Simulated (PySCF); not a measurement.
C2H6O3Si. Atoms are numbered in the order given.

```xyz
12

O     -1.2080     1.6105     0.0000
Si    -0.0354     0.4470     0.0000
O      1.4022     1.2846     0.0000
C     -0.1778    -1.0514     1.1431
O      0.1311    -1.8903     0.0000
C     -0.1778    -1.0514    -1.1431
H     -0.8958     2.5235     0.0000
H      2.2205     0.7749     0.0000
H      0.5454    -1.2335     1.9567
H     -1.1946    -1.2554     1.5365
H      0.5454    -1.2335    -1.9567
H     -1.1946    -1.2554    -1.5365
```

Geometry: r2SCAN-D4/def2-SVP. This is a generated structure with no PubChem entry under its InChIKey; it may be hypothetical. The values are those of a single conformer.

Method: B3LYP/def2-TZVP in PySCF.

```yaml
total_energy: -595.21505 hartree
point_group: Cs
highest_occupied_level: -7.03 eV
lowest_empty_level: 0.12 eV
orbital_gap: 7.15 eV
dipole_moment: 1.68 D
quadrupole, principal values (traceless, Buckingham form, about the centre of nuclear charge): -5.05, 2.25, 2.80 D·Å
mean_static_polarisability: 55.9 bohr³ (8.29 Å³)
polarisability_principal_values: 52.7, 56.0, 59.2 bohr³
```
